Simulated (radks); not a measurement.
Results of a calculation; reference values are marked as such.
The zinc ion Zn4+, 26 electrons, occupied as [Ar] 3d8. Level of theory: scalar-relativistic Kohn-Sham, PBE, spin-unpolarised, spherical densities, finite nucleus; Fermi nuclear charge, rms radius 3.9283 fm (a radial shooting solver on a logarithmic mesh with Libxc functionals).

X-ray form factor f0, the Fourier transform of the density (f0(0) = 26):

sin(theta)/lambda (1/angstrom)  f0 (electrons)
0.05                                    25.801
0.1                                     25.222
0.15                                    24.308
0.2                                     23.130
0.25                                    21.766
0.3                                     20.296
0.4                                     17.310
0.5                                     14.580
0.6                                     12.303
0.8                                      9.169
1                                        7.445
1.25                                     6.271
1.5                                      5.469
2                                        4.062
